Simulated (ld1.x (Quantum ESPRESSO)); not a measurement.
Plane-wave convergence, ultrasoft potential for Ge

```
Element                 : germanium (Ge)
Generator               : ld1.x (Quantum ESPRESSO) 7.5
Type                    : ultrasoft
Functional              : PBE
Relativity              : non-relativistic
Frozen core             : [Ar] 3d10
Valence charge          : 4
Reference configuration : 4s1.5 4p2.5
Partial waves           : 4s (bound): rcut 1.15, rcutus 1.50 bohr; 4s channel at -0.55 Ry: rcut 1.15, rcutus 1.50 bohr; 4p (bound): rcut 2.05, rcutus 2.15 bohr; 4p channel at 1.1 Ry: rcut 2.05, rcutus 2.15 bohr
Local potential         : all-electron potential smoothed inside 1.80 bohr (lloc = -1)
Core correction         : none
Augmentation charge     : PSQ, inside the norm-conserving radii
```

The pseudo-atom Hamiltonian at the reference potential is diagonalised in spherical Bessel functions j_l(qr) that vanish at 20 bohr, with q² up to the cutoff. All-electron valence levels (Ry): 4s -0.8718, 4p -0.3139.

Task: How do the lowest levels (Ry) of each channel move with the cutoff, and are there ghosts?

Result:

```
cutoff (Ry)     s #1     s #2     s #3     p #1    p #2    d #1    d #2    f #1    f #2  Σ f·Δε (mRy)
          8  -0.8769  -0.0369   0.0680  -0.3119  0.0230  0.0515  0.1252  0.1086  0.2310          12.6
         10  -0.8778  -0.0371   0.0679  -0.3130  0.0229  0.0513  0.1246  0.1086  0.2310          11.1
         12  -0.8779  -0.0387   0.0660  -0.3135  0.0229  0.0512  0.1242  0.1086  0.2310          10.0
         15  -0.8809  -0.5307  -0.0330  -0.3138  0.0229  0.0512  0.1240  0.1086  0.2310          13.9
         18  -1.6347  -0.8710  -0.0344  -0.3138  0.0229  0.0511  0.1239  0.1086  0.2310           1.3
         21  -2.0668  -0.8714  -0.0345  -0.3138  0.0229  0.0511  0.1238  0.1086  0.2310           0.7
         25  -2.3103  -0.8714  -0.0345  -0.3139  0.0229  0.0511  0.1238  0.1086  0.2310           0.7
         30  -2.4543  -0.8715  -0.0345  -0.3139  0.0229  0.0511  0.1238  0.1086  0.2310           0.5
        400  -2.5054  -0.8718  -0.0345  -0.3139  0.0229  0.0511  0.1238  0.1086  0.2310           0.0
```

Result: ghost state, extra bound levels that the all-electron valence spectrum of the same l lacks: s at -34.1 eV (a true bound ghost makes a file unfit for plane-wave use); 10 mRy is reached at 18 Ry and 1 mRy at 21 Ry.

Test run stopped at test 3 of 7 (negative rho).
